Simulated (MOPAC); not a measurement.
Input for MOPAC: PM6 on AlH2I (SMILES [AlH2][I]), a point of a bond scan (R = 2.356 Å).

```
PM6 1SCF PRECISE CHARGE=0 THREADS=1
AlH2I

Al    -1.02948799 1    -1.59301317 1     0.26750098 1
H     -0.26424814 1    -3.13922535 1     1.87203433 1
H     -2.32698290 1    -1.78051460 1    -0.59760769 1
I      0.30621990 1     0.47383976 1    -0.07956783 1
```

It printed:

```
*******************************************************************************
 **                                                                           **
 **                              MOPAC v23.2.5                                **
 **                                                                           **
 *******************************************************************************
 ** MOPAC's Digital Object Identifier: https://doi.org/10.5281/zenodo.6511958 **
 **                                                                           **
 ** Please cite the open-source release paper for use of this MOPAC version:  **
 ** J. E. Moussa and J. J. P. Stewart (2026)                                  **
 ** MOPAC: An open-source semiempirical molecular orbital program             **
 ** J. Open Source Softw., 11(119), 8025, https://doi.org/10.21105/joss.08025 **
 *******************************************************************************

                              PM6 CALCULATION RESULTS

 *******************************************************************************
 *  PM6        - The PM6 Hamiltonian to be used
 *
 *
 *
 *                 CHARGE ON SYSTEM = 0
 *
 *
 *
 *  PRECISE    - TIGHTER CRITERIA TO BE USED
 *  1SCF       - DO 1 SCF AND THEN STOP
 *  THREADS=1  - MULTI-THREADING NOT USED
 *  T=         - A TIME OF 172800.0 SECONDS REQUESTED
 *  DUMP=N     - RESTART FILE WRITTEN EVERY 7200.0 SECONDS REQUESTED
 *******************************************************************************
PM6 1SCF PRECISE CHARGE=0 THREADS=1
 AlH2I

   ATOM   CHEMICAL          X               Y               Z
  NUMBER   SYMBOL      (ANGSTROMS)     (ANGSTROMS)     (ANGSTROMS)

     1      Al         -1.02948799  *  -1.59301317  *   0.26750098  *
     2       H         -0.26424814  *  -3.13922535  *   1.87203433  *
     3       H         -2.32698290  *  -1.78051460  *  -0.59760769  *
     4       I          0.30621990  *   0.47383976  *  -0.07956783  *



          CARTESIAN COORDINATES

    NO.       ATOM           X           Y           Z

     1        Al         -1.0295     -1.5930      0.2675
     2         H         -0.2642     -3.1392      1.8720
     3         H         -2.3270     -1.7805     -0.5976
     4         I          0.3062      0.4738     -0.0796

 General Reference for PM6:
 "Optimization of Parameters for Semiempirical Methods V: Modification of NDDO Approximations
 and Application to 70 Elements", J. J. P. Stewart, J. Mol. Mod., 13, 1173-1213 (2007)
 URL: https://link.springer.com/article/10.1007/s00894-007-0233-4

           Empirical Formula: H2 Al I  =     4 atoms



      MOLECULAR POINT GROUP   :   Cs


      RHF CALCULATION, NO. OF DOUBLY OCCUPIED LEVELS = 6


 -------------------------------------------------------------------------------
 PM6 1SCF PRECISE CHARGE=0 THREADS=1
 AlH2I



     1SCF WAS SPECIFIED, SO BFGS WAS NOT USED
     SCF FIELD WAS ACHIEVED


                              PM6 CALCULATION
                                                       MOPAC v23.2.5 Linux




          FINAL HEAT OF FORMATION =        110.73135 KCAL/MOL =     463.29998 KJ/MOL


          COSMO AREA              =        113.91 SQUARE ANGSTROMS
          COSMO VOLUME            =        101.92 CUBIC ANGSTROMS

          IONIZATION POTENTIAL    =          8.546354 EV
          HOMO LUMO ENERGIES (EV) =         -8.546 -0.263
          NO. OF FILLED LEVELS    =          6
          MOLECULAR WEIGHT        =        155.9018         POINT GROUP:  Cs

          MOLECULAR DIMENSIONS (Angstroms)

            Atom       Atom       Distance
            I     4    H     2     4.14589
            H     3    H     2     2.81868
            H     3   Al     1     0.00000


          SCF CALCULATIONS        =          1





   ATOM   CHEMICAL          X               Y               Z
  NUMBER   SYMBOL      (ANGSTROMS)     (ANGSTROMS)     (ANGSTROMS)

     1      Al         -1.02948799  *  -1.59301317  *   0.26750098  *
     2       H         -0.26424814  *  -3.13922535  *   1.87203433  *
     3       H         -2.32698290  *  -1.78051460  *  -0.59760769  *
     4       I          0.30621990  *   0.47383976  *  -0.07956783  *

                             CARTESIAN COORDINATES

   1   Al       -1.029487990    -1.593013170     0.267500980
   2    H       -0.264248140    -3.139225350     1.872034330
   3    H       -2.326982900    -1.780514600    -0.597607690
   4    I        0.306219900     0.473839760    -0.079567830


           Empirical Formula: H2 Al I  =     4 atoms



      MOLECULAR POINT GROUP   :   Cs


                  EIGENVALUES
 -19.76254 -15.35658 -11.93440 -10.25492 -10.22878  -8.54635  -0.26279  -0.10471
   1.45406   4.60653 105.33377 106.05118 108.30655 108.50875 109.14518 113.27638
 113.63701 113.76042 116.09584 116.55745


              NET ATOMIC CHARGES AND DIPOLE CONTRIBUTIONS

  ATOM NO.   TYPE          CHARGE      No. of ELECS.   s-Pop       p-Pop       d-Pop
    1         Al           0.277677        2.7223     1.18147     1.52107     0.01978
    2          H          -0.008732        1.0087     1.00873
    3          H          -0.038742        1.0387     1.03874
    4          I          -0.230203        7.2302     1.98050     5.24719     0.00251
 DIPOLE           X         Y         Z       TOTAL
 POINT-CHG.    -1.268    -2.186     0.477     2.571
 HYBRID         0.421     0.861    -0.248     0.989
 SUM           -0.847    -1.325     0.230     1.589


          ATOMIC ORBITAL ELECTRON POPULATIONS

     Atom    s        px        py        pz      x^2-y^2     xz        z^2       yz        xy
    1 Al   1.18147   0.56837   0.50620   0.44650   0.00542   0.00481   0.00162   0.00338   0.00457
    2  H   1.00873
    3  H   1.03874
    4  I   1.98050   1.79044   1.52438   1.93237   0.00046   0.00010   0.00045   0.00026   0.00123

 **********************
 *                    *
 * JOB ENDED NORMALLY *
 *                    *
 **********************




 == MOPAC DONE ==
```

The run finished.

Cost: very roughly 0.03 core-seconds.
